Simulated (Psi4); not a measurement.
Psi4 input (wB97X-D/6-31G*):

```
memory 1500 MB

molecule {
0 2
C     1.21632400   -0.06610200   -0.33003600
C    -0.01604200   -0.01371800    0.04003500
O    -1.16868300    0.10870700    0.20657600
H     2.14777200   -0.39074100    0.08740000
symmetry c1
no_reorient
no_com
}

set {
  basis 6-31G*
  reference uks
  scf_type pk
  dft_radial_points 99
  dft_spherical_points 590
  e_convergence 1e-8
  d_convergence 1e-7
  maxiter 150
}

e = energy('wb97x-d')
print_out(f'\nFINAL {e:.10f} DIPOLE {variable("CURRENT DIPOLE")[0]:.6f} {variable("CURRENT DIPOLE")[1]:.6f} {variable("CURRENT DIPOLE")[2]:.6f}\n')
```

Output:

```
   => Loading Basis Set <=

    Name: 6-31G*
    Role: ORBITAL
    Keyword: BASIS
    atoms 1-2 entry C          line   111 file 6-31gs.gbs
    atoms 3   entry O          line   145 file 6-31gs.gbs
    atoms 4   entry H          line    44 file 6-31gs.gbs

   => WB97X-D: Empirical Dispersion <=

    Chai and Head-Gordon Dispersion Correction
    Chai, J.-D.; Head-Gordon, M. (2010), J. Chem. Phys., 132: 6615-6620

        s6 =       1.000000

         ---------------------------------------------------------
                                   SCF
               by Justin Turney, Rob Parrish, Andy Simmonett
                          and Daniel G. A. Smith
                              UKS Reference
         ---------------------------------------------------------

  ==> Geometry <==

    Molecular point group: c1
    Full point group: C1

    Geometry (in Angstrom), charge = 0, multiplicity = 2:

       Center              X                  Y                   Z               Mass
    ------------   -----------------  -----------------  -----------------  -----------------
         C            1.216324000000    -0.066102000000    -0.330036000000    12.000000000000
         C           -0.016042000000    -0.013718000000     0.040035000000    12.000000000000
         O           -1.168683000000     0.108707000000     0.206576000000    15.994914619570
         H            2.147772000000    -0.390741000000     0.087400000000     1.007825032230

  Running in c1 symmetry.

  Rotational constants: A =     38.29748  B =      0.36468  C =      0.36124 [cm^-1]
  Rotational constants: A = 1148129.69149  B =  10932.88283  C =  10829.75817 [MHz]
  Nuclear repulsion =   52.518661606713763

  Charge       = 0
  Multiplicity = 2
  Electrons    = 21
  Nalpha       = 11
  Nbeta        = 10

  ==> Algorithm <==

  SCF Algorithm Type is PK.
  DIIS enabled.
  MOM disabled.
  Fractional occupation disabled.
  Guess Type is SAD.
  Energy threshold   = 1.00e-08
  Density threshold  = 1.00e-07
  Integral threshold = 1.00e-12

  ==> Primary Basis <==

  Basis Set: 6-31G*
    Blend: 6-31G*
    Number of shells: 20
    Number of basis functions: 47
    Number of Cartesian functions: 47
    Spherical Harmonics?: false
    Max angular momentum: 2

  ==> DFT Potential <==

   => LibXC <=

    Version 7.1.2
    S. Lehtola, C. Steigemann, M. J. T. Oliveira, and M. A. L. Marques,  SoftwareX 7, 1–5 (2018) (10.1016/j.softx.2017.11.002)

   => Composite Functional: WB97X-D <=

    wB97X-D Hyb-GGA Exchange-Correlation Functional

    J.-D. Chai and M. Head-Gordon,  Phys. Chem. Chem. Phys. 10, 6615–6620 (2008) (10.1039/B810189B)

    Deriv               =              1
    GGA                 =           TRUE
    Meta                =          FALSE

    Exchange Hybrid     =           TRUE
    MP2 Hybrid          =          FALSE

   => Exchange-Correlation Functionals <=

    1.0000   wB97X-D range-separated functional

   => Exact (HF) Exchange <=

    0.7780            HF,LR [omega = 0.2000]
    0.2220               HF

   => LibXC Density Thresholds  <==

    XC_HYB_GGA_XC_WB97X_D:  1.00E-14

   => Molecular Quadrature <=

    Radial Scheme          =       TREUTLER
    Pruning Scheme         =           NONE
    Nuclear Scheme         =       TREUTLER

    Blocking Scheme        =         OCTREE
    BS radius alpha        =              1
    Pruning alpha          =              1
    Radial Points          =             99
    Spherical Points       =            590
    Total Points           =         220470
    Total Blocks           =           1646
    Max Points             =            256
    Max Functions          =             47
    Weights Tolerance      =       1.00E-15

  ==> Integral Setup <==

  Using in-core PK algorithm.
   Calculation information:
      Number of atoms:                   4
      Number of AO shells:              20
      Number of primitives:             49
      Number of atomic orbitals:        47
      Number of basis functions:        47

      Integral cutoff                 1.00e-12
      Number of threads:                 1

  Performing in-core PK
  Using 1910268 doubles for integral storage.
  We computed 21829 shell quartets total.
  Whereas there are 22155 unique shell quartets.

  Computing range-separated integrals for PK
  We computed 21829 wK shell quartets total.
  Whereas there are 22155 wK unique shell quartets.

  ==> DiskJK: Disk-Based J/K Matrices <==

    J tasked:                  Yes
    K tasked:                  Yes
    wK tasked:                 Yes
    Omega:               2.000E-01
    Schwarz Cutoff:          1E-12


  Cached 100.0% of DFT collocation blocks in 0.268 [GiB].

  Minimum eigenvalue in the overlap matrix is 2.2263546183E-03.
  Reciprocal condition number of the overlap matrix is 3.7241080656E-04.
    Using symmetric orthogonalization.

  ==> Pre-Iterations <==

  SCF Guess: Superposition of Atomic Densities via on-the-fly atomic UHF (no occupation information).

   -------------------------
    Irrep   Nso     Nmo
   -------------------------
     A         47      47
   -------------------------
    Total      47      47
   -------------------------

  ==> Iterations <==

                        Total Energy        Delta E     RMS |[F,P]|

   @UKS iter SAD:  -151.17666829515952   -1.51177e+02   0.00000e+00
   @UKS iter   1:  -151.80610389576228   -6.29436e-01   7.90594e-03 ADIIS/DIIS
   @UKS iter   2:  -151.80999887105676   -3.89498e-03   8.45193e-03 ADIIS/DIIS
   @UKS iter   3:  -151.86096618341389   -5.09673e-02   1.96613e-03 ADIIS/DIIS
   @UKS iter   4:  -151.86451256081389   -3.54638e-03   4.89792e-04 ADIIS/DIIS
   @UKS iter   5:  -151.86479616014770   -2.83599e-04   1.74322e-04 ADIIS/DIIS
   @UKS iter   6:  -151.86487019747167   -7.40373e-05   5.19476e-05 DIIS
   @UKS iter   7:  -151.86488484608370   -1.46486e-05   2.20462e-05 DIIS
   @UKS iter   8:  -151.86488939262344   -4.54654e-06   1.02271e-05 DIIS
   @UKS iter   9:  -151.86489063238153   -1.23976e-06   3.37056e-06 DIIS
   @UKS iter  10:  -151.86489076934495   -1.36963e-07   1.39516e-06 DIIS
   @UKS iter  11:  -151.86489078853654   -1.91916e-08   3.82942e-07 DIIS
   @UKS iter  12:  -151.86489078962248   -1.08594e-09   1.32045e-07 DIIS
   @UKS iter  13:  -151.86489078974947   -1.26988e-10   6.22164e-08 DIIS
  Energy and wave function converged.

  ==> Post-Iterations <==

   Electrons on quadrature grid:
      Nalpha   =   11.0000000027 ; deviation = 2.713e-09
      Nbeta    =   10.0000000022 ; deviation = 2.199e-09
      Ntotal   =   21.0000000049 ; deviation = 4.912e-09

   @Spin Contamination Metric:   1.018743062E-02
   @S^2 Expected:                7.500000000E-01
   @S^2 Observed:                7.601874306E-01
   @S   Expected:                5.000000000E-01
   @S   Observed:                5.000000000E-01

    Orbital Energies [Eh]
    ---------------------

    Alpha Occupied:

       1A    -19.352250     2A    -10.426579     3A    -10.346620
       4A     -1.229452     5A     -0.891488     6A     -0.643800
       7A     -0.597687     8A     -0.565595     9A     -0.541888
      10A     -0.368984    11A     -0.350170

    Alpha Virtual:

      12A      0.091230    13A      0.123389    14A      0.204637
      15A      0.297604    16A      0.426791    17A      0.580364
      18A      0.603519    19A      0.622837    20A      0.658475
      21A      0.691973    22A      0.809915    23A      0.856338
      24A      0.994588    25A      1.056372    26A      1.092627
      27A      1.116007    28A      1.199676    29A      1.447852
      30A      1.508352    31A      1.514541    32A      1.603680
      33A      1.759543    34A      1.760117    35A      1.848267
      36A      2.037915    37A      2.044147    38A      2.125475
      39A      2.253429    40A      2.400886    41A      2.925761
      42A      2.985280    43A      3.039825    44A      3.269770
      45A      4.148323    46A      4.236945    47A      4.726783

    Beta Occupied:

       1A    -19.345194     2A    -10.427064     3A    -10.338528
       4A     -1.215209     5A     -0.857196     6A     -0.631133
       7A     -0.587694     8A     -0.536773     9A     -0.520401
      10A     -0.332527

    Beta Virtual:

      11A     -0.082332    12A      0.096663    13A      0.174603
      14A      0.215627    15A      0.302032    16A      0.435038
      17A      0.600673    18A      0.605069    19A      0.629176
      20A      0.664518    21A      0.720415    22A      0.815127
      23A      0.860685    24A      1.004320    25A      1.079876
      26A      1.098346    27A      1.126771    28A      1.207015
      29A      1.476256    30A      1.525276    31A      1.529145
      32A      1.608305    33A      1.765795    34A      1.802032
      35A      1.889278    36A      2.062246    37A      2.063043
      38A      2.152376    39A      2.262625    40A      2.425101
      41A      2.946785    42A      2.992835    43A      3.044767
      44A      3.276141    45A      4.178920    46A      4.251777
      47A      4.733685

    Final Occupation by Irrep:
              A
    DOCC [    10 ]
    SOCC [     1 ]
    NA   [    11 ]
    NB   [    10 ]

  @UKS Final Energy:  -151.86489078974947

   => Energetics <=

    Nuclear Repulsion Energy =             52.5186616067137635
    One-Electron Energy =                -309.3382765431713324
    Two-Electron Energy =                 118.6306639296079908
    DFT Exchange-Correlation Energy =     -13.6757230273843096
    Empirical Dispersion Energy =          -0.0002167555155404
    VV10 Nonlocal Energy =                  0.0000000000000000
    Total Energy =                       -151.8648907897494666

  UHF NO Occupations:
  HONO-2 :    9  A 1.9988893
  HONO-1 :   10  A 1.9965295
  HONO-0 :   11  A 1.0000000
  LUNO+0 :   12  A 0.0034705
  LUNO+1 :   13  A 0.0011107
  LUNO+2 :   14  A 0.0003687
  LUNO+3 :   15  A 0.0000788

Computation Completed

Properties will be evaluated at   0.000000,   0.000000,   0.000000 [a0]

Properties computed using the SCF density matrix

 Multipole Moments:

 ------------------------------------------------------------------------------------
     Multipole            Electronic (a.u.)      Nuclear  (a.u.)        Total (a.u.)
 ------------------------------------------------------------------------------------

 L = 1.  Multiply by 2.5417464519 to convert [e a0] to [Debye]
 Dipole X            :          0.5965061            0.0000000            0.5965061
 Dipole Y            :         -0.2289083           -0.0000094           -0.2289178
 Dipole Z            :          0.3187261            0.0000038            0.3187299
 Magnitude           :                                                    0.7140110

 ------------------------------------------------------------------------------------

FINAL -151.8648907897 DIPOLE 0.596506 -0.228918 0.318730

*** Psi4 exiting successfully. Buy a developer a beer!
```

The geometry given is a B3LYP-D3(BJ)/def2-TZVP minimum.
